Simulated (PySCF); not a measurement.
Computed IR spectrum (relative IR intensity) of a molecule C6H4Cl, multiplicity 2. The structure is a stationary point at PBE0-D3(BJ)/def2-SVP. The values are those of a single conformer. These are PBE0-D3(BJ)/def2-SVP in PySCF values and carry that method's errors. Frequencies are harmonic and unscaled.

Lines under 2 % of the strongest are left out, and lines within 2 cm⁻¹ are merged.

```
ν (cm⁻¹)  relative intensity
--------  ------------------
428                      2.9
473                       35
711                       48
802                      100
989                       12
1056                      14
1097                      16
1122                      75
1377                     2.4
1401                     6.4
1482                      65
1616                      40
```

### Question
Pick the molecule that these values belong to.
(A) Clc1c[c]ccc1
(B) Clc1cc[c]cc1
(C) Clc1[c]cccc1

### Answer
B, Clc1cc[c]cc1
